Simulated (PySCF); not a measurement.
**Spinor energies of Ni⁺ (nickel, charge +1)**

Start: [Ar] 3d9; 3d3/2 filled at m_j = -3/2, -1/2, +1/2, +3/2; 3d5/2 filled at m_j = -3/2, -1/2, +1/2, +3/2, +5/2. Calculated with PySCF 2.14 in x2c-SVPall-2c with one added diffuse shell each of s, d type (6s5p4d1f, 48 functions): generalised Hartree-Fock with the X2C-1e Hamiltonian and a Gaussian nucleus; one run each with spin-orbit coupling (SO) switched off, then screened by Boettger's factors. This is a chosen level, not necessarily the ground level.

```csv
spinor shell,electrons,"ε, spin-free (eV)","ε, screened SO (eV)",weight of nominal j (screened SO),"rms radius, screened SO (bohr)"
1s1/2,2,-8402.1,-8402.0,1.000,0.0625
2s1/2,2,-1052.0,-1051.9,1.000,0.265
2p1/2,2,-901.71,-913.99,0.999,0.236
2p3/2,4,-901.71,-895.67,1.000,0.239
3s1/2,2,-138.36,-138.35,1.000,0.799
3p1/2,2,-92.648,-95.281,0.942,0.849
3p3/2,4,-92.648,-91.338,0.971,0.857
3d3/2,4,-20.748,-21.329,0.795,1.19
3d5/2,5,-20.748,-20.287,0.836,1.22
```

| quantity | spin-free | screened SO |
| --- | --- | --- |
| E (hartree) | -1518.54446 | -1518.57234 |
| M_J | 5/2 | 5/2 |
| ⟨J²⟩ | 8.761 | 8.762 |
| ⟨L²⟩ | 6.008 | 6.010 |
| ⟨S²⟩ | 0.753 | 0.754 |

Each row is a mean over spinors that exchange with the open shell spreads, by up to 6.720 eV (3p3/2).

Rows whose weight is well below 1 are mixtures of j = l ± 1/2: exchange outweighs spin-orbit coupling there, and the label is only the starting occupation.

Without spin-orbit coupling the j labels of p, d and f shells carry no meaning; the spin-free column gives the mean over the occupied spinors of each nl shell.
